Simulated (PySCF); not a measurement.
tert-butylarsine (C4H11As), SMILES CC(C)(C)[AsH2]. Geometry optimised at PBE-D3(BJ)/def2-SVP.

Calculation: PBE-D3(BJ)/def2-SVP run with PySCF.

Harmonic wavenumbers (cm⁻¹): 150, 225, 238, 245, 275, 283, 287, 371, 373, 518, 707, 720, 813, 922, 922, 924, 955, 1001, 1002, 1146, 1198, 1204, 1331, 1331, 1356, 1397, 1403, 1405, 1422, 1425, 1434, 2104, 2122, 2942, 2949, 2952, 3030, 3032, 3034, 3053, 3054, 3063. Rotational constants (GHz): 4.324, 1.937, 1.935; symmetry number 1.

### Question
Work out the zero-point energy and the ideal-gas rigid-rotor harmonic-oscillator thermochemistry at 298.15 K and 1 atm.

### Answer
ZPE = ½ Σ hcν = ½ × 58317 cm⁻¹ = 83.37 kcal/mol. H − E(el) = 88.92 kcal/mol. Entropy in cal/(mol K): translation 40.59, rotation 27.39, vibration 17.28, total 85.26. G − E(el) = 63.50 kcal/mol. Cp = 31.09 cal/(mol K). Modes under 150 cm⁻¹ make the vibrational entropy uncertain.
